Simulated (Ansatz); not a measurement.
Consider the formal exchange of groups at a C–Si bond: `[SiH3][CH]1[CH2][GaH]1` + CH₄ → `C[CH]1[CH2][GaH]1` + SiH₄.

Isolated molecules relaxed with PBE0-D4/def2-TZVP in Ansatz; ΔE leaves out vibrations. CCSD(T)/CBS adds triple-zeta CCSD(T) − MP2 to the extrapolated MP2 energy (def2 sets, frozen cores). This one scheme is used for every species. Functionals use def2-TZVPP. B3LYP here is the variant with VWN-RPA as its local correlation; programs differ in this. For Ga outer-core shells are correlated without core-valence functions, which leaves a few kJ/mol of doubt a bond. Scalar relativity is left out up to krypton.

```tsv
level	ΔE (kJ/mol)	difference from CCSD(T)/CBS
PBE-D4	123.5	16.1
B3LYP-D4	125.9	18.5
ωB97X-V	84.2	-23.2
B2PLYP	107.4	0.0
PBE	118.4	11.0
r2SCAN	111.7	4.3
PBE0	103.8	-3.6
B3LYP	117.3	9.9
HF/def2-TZVPP	84.7	-22.7
MP2/def2-TZVPP	85.9	-21.5
CCSD/def2-TZVPP	89.4	-18.0
CCSD(T)/def2-TZVPP	96.8	-10.6
HF/def2-QZVPP	84.4	-23.0
SCS-MP2/def2-QZVPP	90.2	-17.2
HF/CBS(def2)	84.4	-23.0
MP2/CBS(def2)	96.5	-10.9
CCSD(T)/CBS	107.4	0
```

Largest T1 diagnostic among the species: 0.017.

The D4 term adds +8.6 kJ/mol with B3LYP and +4.4 kJ/mol with PBE0; it sums over pairs of atoms, weighted by their polarisabilities, and B3LYP, whose exchange is more repulsive, gets the larger term. From PBE to PBE0 (25 % exact exchange), in def2-TZVPP and without D4, ΔE moves by −14.6 kJ/mol.
